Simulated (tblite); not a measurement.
Compound: C5H9FN2OSi.
Atom-mapped SMILES: `[CH3:1][Si:2]([CH3:3])([CH3:4])[c:5]1[n:6][n:7][c:8]([F:9])[o:10]1` (hydrogens: H11, H12, H13 on C1; H14, H15, H16 on C3; H17, H18, H19 on C4)

Structure optimised with GFN2-xTB, isolated species.

(1) List the bond lengths, angles and torsions at this level.

Answers

(1) 
```
                   bond  length (Å)     order
 C1–Si2, Si2–C3, Si2–C4       1.903    single
                 Si2–C5       1.899    single
                  C5–N6       1.291  aromatic
                  N6–N7       1.353  aromatic
                  N7–C8       1.282  aromatic
                  C8–F9       1.307    single
                 C8–O10       1.337  aromatic
                 C5–O10       1.364  aromatic
C1–H11 and 8 like bonds       1.086    single
```

Bonds in one row agree within 0.01 Å and their mean is given. Orders are formal, as drawn. A selection of angles:
```
     angle  degrees
Si2–C1–H11    111.2
H11–C1–H12    107.9
 C1–Si2–C3    113.1
 C1–Si2–C5    106.7
 C3–Si2–C4    111.1
 C3–Si2–C5    106.0
 Si2–C5–N6    128.7
Si2–C5–O10    120.6
 N6–C5–O10    110.8
  C5–N6–N7    108.3
  N6–N7–C8    105.2
  N7–C8–F9    127.6
 N7–C8–O10    114.2
 F9–C8–O10    118.2
 C5–O10–C8    101.6
```

Torsions: C1–Si2–C5–N6 0° (synperiplanar). The mirror-image conformer, all signs reversed, is as good.

The 5-membered ring C5–N6–N7–C8–O10 has internal angles of 101.6° to 114.2°; it is planar, 0.00 Å rms from its mean plane, widest ring torsion 0°. N7 (pyridine-type nitrogen) is bent (angle 105.2°). Si2 (four-coordinate silicon) is distorted tetrahedral (angles from 106.0° to 113.1°). The 2 C–O bonds span 1.337 Å (C8–O10, aromatic) to 1.364 Å (C5–O10, aromatic), a spread of 0.027 Å. N6 (pyridine-type nitrogen) is bent (angle 108.3°). O10 (furan-type oxygen) is bent (angle 101.6°).

Point group: near Cs, missed by 0.16 Å at most; the miss may be what the optimiser left on a soft mode. Its lowest GFN2-xTB frequency is 10 cm⁻¹, too small to tell a flat minimum from a shallow saddle. 2 starts were optimised and ended at 0.00 and 0.17 kcal/mol (GFN2-xTB); the lowest of these is shown.

These are computed values.
